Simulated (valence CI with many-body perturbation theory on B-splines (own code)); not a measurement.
Values are calculated unless marked as measured or tabulated.
# Pb XXXIV: magnetic and hyperfine properties of the levels

Level of theory: relativistic CI+MBPT: three valence electrons over a frozen Dirac-Fock core [Kr] 4d10, radial functions for each j: 8 s, 8 p, 9 d, 9 f, 6 g, 3 h, 2 i, with the one-electron correlation potential Σ1 (screened to all orders), the two-electron term Σ2, the three-electron term Σ3, Breit, model QED; selected single and double excitations, second order for the rest (own B-spline code, finite nucleus).

No measured spectrum was set against this ion. As an estimate, large intervals hold to a few tenths of a per cent, small ones and those within an open d or f shell to about a per cent. Core correlation moves these levels by up to 7400 cm⁻¹, and in measured spectra 5 to 20 % of such shifts remained as error; rates that hang on mixing are uncertain with them. The list stops below the first excitations out of the core. Only levels of the ground parity were solved; by the run's estimate the other parity begins above the list, which can be wrong where configurations are misplaced.

A/g_I is the dipole constant over the nuclear g factor μ/I (μ in nuclear magnetons, uniformly magnetised nucleus), B/Q the quadrupole constant per barn. Both hold the static response of the core; the bare values leave it out. Large factors of s and p1/2 electrons are usually good to 5 to 10 %; those of open d and f shells near neutrality can be off by tens of per cent, and small factors of p3/2, d and f electrons come from cancelling terms and can be off by a factor of two or in sign, in half-filled shells by more. B is blank for J = 1/2, where it vanishes, and for nearly pure S terms. Energies count from the lowest level.

Levels are named by their leading jj configuration (3d3/2^4 stands for four electrons in 3d with j = 3/2), which in mixed levels can hold well under half, so a name can repeat and another be missing. Letters in brackets count levels of one name in rising energy.

```
                     Level  E (eV)      g  A/g_I (MHz)  A/g_I bare  B/Q (MHz/b)  B/Q bare
           (4f5/2^3) J=9/2   0.000  0.781         7310        7060         1660      1530
           (4f5/2^3) J=3/2   5.571  0.716         7690        7300         -880      -802
(4f5/2^2 4f7/2) J=11/2 [a]   5.676  0.972         5380        5450         2680      2410
           (4f5/2^3) J=5/2   8.615  0.798         6930        6680         1930      1770
     (4f5/2^2 4f7/2) J=9/2   9.078  1.006         5360        5530        -2780     -2540
    (4f5/2^2 4f7/2) J=13/2   9.520  1.063         4720        4970         5120      4590
 (4f5/2^2 4f7/2) J=5/2 [a]  10.865  0.909         5650        5580        -5420     -4940
 (4f5/2^2 4f7/2) J=3/2 [a]  10.981  1.424         1390        2280        -2050     -1910
 (4f5/2^2 4f7/2) J=7/2 [a]  11.130  1.024         5080        5260        -5570     -5080
    (4f5/2^2 4f7/2) J=15/2  12.303  1.109         4490        4850         8510      7640
 (4f5/2^2 4f7/2) J=7/2 [b]  13.151  1.055         4370        4560         3180      2870
(4f5/2^2 4f7/2) J=11/2 [b]  15.069  1.092         4300        4590         2110      1820
(4f5/2 4f7/2^2) J=13/2 [a]  15.094  0.982         4950        5010         8410      7640
 (4f5/2 4f7/2^2) J=9/2 [a]  15.368  1.161         3620        4030         1290      1120
     (4f5/2^2 4f7/2) J=1/2  15.415  0.319        14800       14000                       
 (4f5/2^2 4f7/2) J=3/2 [b]  15.452  1.104         4510        4850         1300      1220
 (4f5/2^2 4f7/2) J=5/2 [b]  15.904  1.159         4140        4600         4270      3900
 (4f5/2 4f7/2^2) J=9/2 [b]  17.359  1.085         4450        4730        -1770     -1600
 (4f5/2 4f7/2^2) J=7/2 [a]  17.570  1.036         4320        4460        -5310     -4820
    (4f5/2 4f7/2^2) J=15/2  17.637  1.048         4520        4710        11800     10700
(4f5/2 4f7/2^2) J=11/2 [a]  18.422  1.045         4390        4560         3480      3110
 (4f5/2 4f7/2^2) J=3/2 [a]  18.969  1.189         2330        2690         -529      -456
 (4f5/2 4f7/2^2) J=5/2 [a]  20.210  1.186         3100        3520        -5410     -4920
(4f5/2 4f7/2^2) J=11/2 [b]  21.288  1.126         3970        4310         1370      1210
 (4f5/2 4f7/2^2) J=9/2 [c]  21.299  1.030         4380        4510         4100      3730
     (4f5/2 4f7/2^2) J=1/2  21.787  0.336        12700       11700                       
 (4f5/2 4f7/2^2) J=7/2 [b]  22.259  1.374         1670        2460         8960      8070
(4f5/2 4f7/2^2) J=13/2 [b]  22.620  1.061         4550        4780         6690      6080
 (4f5/2 4f7/2^2) J=3/2 [b]  23.139  1.019         4960        5110         4490      4050
    (4f5/2 4f7/2^2) J=17/2  23.276  1.055         4490        4690        18300     16500
          (4f7/2^3) J=15/2  24.361  1.039         4080        4200        11500     10400
 (4f5/2 4f7/2^2) J=5/2 [b]  24.672  1.016         5470        5670         -164      -125
           (4f7/2^3) J=9/2  24.808  1.101         3640        3880        -2800     -2530
           (4f7/2^3) J=3/2  27.929  1.056         3870        4020        -5560     -5020
          (4f7/2^3) J=11/2  28.253  1.088         3810        4030         2380      2170
 (4f5/2 4f7/2^2) J=7/2 [c]  28.867  1.134         4130        4520         4090      3710
 (4f5/2 4f7/2^2) J=7/2 [d]  29.528  0.952         4330        4240        11600     10500
 (4f5/2 4f7/2^2) J=9/2 [d]  29.690  1.080         4440        4720         4290      3930
           (4f7/2^3) J=5/2  30.653  1.125         3990        4330         8180      7370
           (4f7/2^3) J=7/2  40.131  1.112         3720        4010         7800      7080
```

Task: Take the isotope of mass number 207, with I = 1/2, μ = 0.5906 μN. What is the hyperfine structure of (4f5/2^2 4f7/2) J=13/2?

Result: From the table A = 5580 MHz. Shifts from the centre of gravity in MHz: F = 6: -20900, F = 7: 18100.
